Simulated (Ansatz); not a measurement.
BFGa$_{2}$H$_{2}$ (`[F][Ga]1[BH][GaH]1`). Charge 0, multiplicity 1.

```xyz
6

F     1.951    2.343    0.232
Ga    0.728    1.200   -0.248
B    -0.330   -0.272   -0.971
Ga   -0.590   -1.212    0.700
H    -1.258    0.166   -1.595
H    -0.501   -2.224    1.882
```

Problem. What are the harmonic wavenumbers in cm⁻¹ at PBE0-D4/def2-TZVP (Ansatz, finite differences of forces, unscaled)? (Best estimate.)

Solution. Ansatz gave: 70, 112, 139, 277, 403, 494, 579, 645, 685, 744, 1990, 2609.

Problem. Is this a minimum?

Solution. Yes, all 12 modes are real.

Problem. Give the ideal-gas thermochemistry at 298.15 K and 1 bar (rigid rotor, harmonic oscillator; point group C1, symmetry number 1).

Solution. Zero-point energy 52.3 kJ/mol; H(298) − E = 71.9 kJ/mol; entropy 349.9 J/(mol·K), of which translation 173.0, rotation 114.8, vibration 62.1; G(298) − E = -32.4 kJ/mol. Modes under 100 cm⁻¹ are hindered rotations or soft bends, so the harmonic entropy is rough.

Problem. And at 400, 500, 600, 800 and 1000 K?

Solution. 
| T (K) | H − E (kJ/mol) | S (J/mol/K) | G − E (kJ/mol) |
| --- | --- | --- | --- |
| 400 | 81.7 | 378.2 | -69.6 |
| 500 | 92.1 | 401.2 | -108.6 |
| 600 | 102.9 | 421.0 | -149.7 |
| 800 | 125.6 | 453.7 | -237.3 |
| 1000 | 149.3 | 480.1 | -330.8 |
